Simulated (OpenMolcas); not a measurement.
**Fe4+: ligand-field states by method**

Fe4+ with 6 ligands (fluoride) in octahedral coordination (Oh) at 1.9 Å. A charge of +0.333 e stands 2.6 Å behind each ligand. Ligand basis ANO-RCC-VDZP.
```
Fe    0.0000    0.0000    0.0000
F     1.9000    0.0000    0.0000
F     0.0000    1.9000    0.0000
F    -1.9000    0.0000    0.0000
F     0.0000   -1.9000    0.0000
F     0.0000    0.0000    1.9000
F     0.0000    0.0000   -1.9000
```

| Item | Value |
| --- | --- |
| Program | OpenMolcas 26.06 |
| Basis | ANO-RCC-VDZP [5s4p2d1f] |
| Scalar Hamiltonian | DKH2, point nucleus |
| Active space | 4 electrons in 5 orbitals (3d) |
| State averaging | 2S+1 = 5 even, 5 roots; 2S+1 = 3 even, 45 roots; 2S+1 = 1 even, 50 roots |
| Spin-orbit coupling | RASSI with atomic mean-field integrals over the reference wave functions |

I. CASSCF
II. SS-CASPT2, IPEA 0.25 Eh, imaginary shift 0.1 Eh (closed shells correlated: 3s 3p and the ligand valence shells)

Spin-free states (labels of O, the rotations of Oh) in cm-1, each column counted from its own energy of the first state listed:

```tsv
State	Degeneracy	I	II
5E	2	0	0
3T1	3	12090	-3100
5T2	3	19625	27630
3E	2	22314	11790
```

II puts a state of multiplicity 3 lowest, 3100 cm-1 below that state.

From I to II, I's first state of the same spin (5T2) moves from 19625 to 27630 cm-1, by about +8000 cm-1.

From I to II, I's first state of another spin (3T1) moves from 12090 to -3100 cm-1, by about -15000 cm-1.

χT at 300 K: I 2.96, II 1.70 cm3 K/mol.

Roots that are degenerate in the reference are averaged as groups; the widest CASPT2 spread within a group is 1800 cm-1 (the 3-fold group of multiplicity 1 near 51900 cm-1 above the lowest state of its run, II). Shifts and gaps below about the spread of the groups concerned are not significant. Over all roots computed the reference weight is 0.59 to 0.66 in II; the roots of lowest weight are the least certain, and an intruder state may touch them. The least metal-like active orbital is 77 % on the metal (Löwdin) and no ligand orbital is active, so the numbers are rough. Ligand-to-metal charge-transfer states are missing. With no ligand orbital active B as a rule stays too high, so bands that hang on it stand too high and its fall with covalency is understated. An orbital doublet at a regular site is open to a Jahn-Teller distortion, which this geometry leaves out (holds for I). Without dynamic correlation the repulsion within the d shell is too large (B by tens of per cent), so at a given field states of lower spin stand too high (holds for I). This shell can be high or low spin here, a state of another spin lies low, and with metal d orbitals alone active their balance is uncertain, so the ground spin may be wrong (holds for I). With metal d orbitals alone and no dynamic correlation the field as a rule comes out too small, by tens of per cent, by up to half for chloride and softer ligands (holds for I). An orbital triplet at a regular site is open to Jahn-Teller coupling, which can distort the site and quench the lowest spin-orbit gaps and is left out (holds for II). This shell can be high or low spin here, a state of another spin lies low, and with metal d orbitals alone active their balance is uncertain, so the ground spin may be wrong, although the usual error favours high spin (holds for II). With one d shell and no ligand orbital active, 10Dq can be off by a tenth or more (holds for II). No measured value stands beside these numbers; the geometry was imposed, not optimised, and the real ion may take another.
